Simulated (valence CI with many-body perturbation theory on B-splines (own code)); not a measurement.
**Dy33+: what the settings do**

Computed by relativistic CI+MBPT: five valence electrons over a frozen Dirac-Fock core [Ar] 3d10, a basis of 6 s, 6 p, 5 d, 3 f, 1 g functions for each j, with the one-electron correlation potential Σ1 (screened to all orders), the two-electron term Σ2, the three-electron term Σ3, Breit, model QED; selected single and double excitations, second order for the rest (own B-spline code, finite nucleus).

The last digits are not significant, and no measured levels were compared; by estimate large intervals hold to a few tenths of a per cent, small ones and those within an open d or f shell to about a per cent. Among the levels kept, up to 410 cm⁻¹ of a level comes from second order outside the variational space, and about a tenth of that is noise between levels of different J, which matters for small intervals.

The reference run has the lowest level (4s^2 4p1/2^2 4p3/2) J=3/2 and an ionisation energy of 1372.61 eV. Its largest variational space holds 9999 state functions.

Levels are named by their leading jj configuration (3d3/2^4 stands for four electrons in 3d with j = 3/2), which in mixed levels can hold well under half, so a name can repeat and another be missing. Letters in brackets count levels of one name in rising energy.

Changed runs:
A. highest l in the core sums 6 → 5
B. highest l with Σ1, explicit Σ2 and valence Breit (higher l get mean screening factors) 3 → 0
C. hole-hole ladder in Σ2 on → off
D. highest l in the core sums 6 → 2 (bad on purpose)

Excitation energies of the reference run in cm⁻¹, and shifts in cm⁻¹:

```tsv
Level	Reference	A	B	C	D
(4s^2 4p1/2 4p3/2^2) J=3/2	371650	+17	-2001	-60	-1176
(4s^2 4p1/2 4p3/2^2) J=5/2	408734	+16	-1144	-21	-736
(4s^2 4p1/2 4p3/2^2) J=1/2	455239	+15	-661	+35	-246
(4s^2 4p3/2^3) J=3/2	833057	+33	-2606	-18	-1475
(4s 4p1/2^2 4p3/2^2) J=5/2	985738	+49	-2560	-76	-2100
(4s^2 4p1/2^2 4d3/2) J=3/2	1002420	-79	+749	-32	+164
(4s 4p1/2^2 4p3/2^2) J=1/2	1100700	+55	+58	+19	+196
(4s 4p1/2^2 4p3/2^2) J=3/2	1126120	+27	+2648	+2.9	+2154
(4s^2 4p1/2^2 4d5/2) J=5/2	1156820	-89	+3996	-16	+2654
(4s 4p1/2 4p3/2^3) J=3/2	1366460	-3.4	-2957	-94	-2176
(4s^2 4p1/2 4p3/2 4d3/2) J=5/2 [a]	1379720	-71	-622	-80	-757
(4s^2 4p1/2 4p3/2 4d3/2) J=1/2 [a]	1381240	-73	-572	-84	-428
Ionisation energy (eV)	1372.61	+0.011	+6.09	-0.03	-0.34
```
